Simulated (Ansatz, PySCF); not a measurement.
Molecule: Si2H5Cl (charge 0, singlet). SMILES: Cl[SiH2][SiH3]
Geometry: optimised at B3LYP-D3(BJ)/def2-TZVP (Ansatz, a first-principles code).

Harmonic wavenumbers (cm⁻¹) at B3LYP/6-31G* (Ansatz, at its own minimum) and at B3LYP-D3(BJ)/def2-TZVP (PySCF, at the structure above). 6-31G* holds six Cartesian d functions. Modes are numbered in rising order, 18 in all, and paired by that order; shown are modes over 250 cm⁻¹ that lie over 6 % from every other mode at both levels, one of each degenerate set, at most eight drawn at random. The second level is harmonic too, so this factor is not the one that brings values to measured fundamentals.

```csv
mode,B3LYP/6-31G* (x),B3LYP-D3(BJ)/def2-TZVP (y)
4,408,406
7,598,593
8,714,706
9,823,812
```

Problem. Fit one scale factor, y = λ·x, by least squares, and use it for mode 3, which lies at 366 cm⁻¹ at B3LYP/6-31G*.

Solution. λ = Σxy/Σx² = 1692622/1711193 = 0.9891; the rows scatter about it by 2 cm⁻¹ (root mean square). Prediction for mode 3: 362 cm⁻¹. It lies outside the range of the table, so the fit extrapolates. The wavenumber at B3LYP-D3(BJ)/def2-TZVP is 357 cm⁻¹, so the fit misses by +5 cm⁻¹, against +9 cm⁻¹ without it. The fit is meant for this molecule alone.
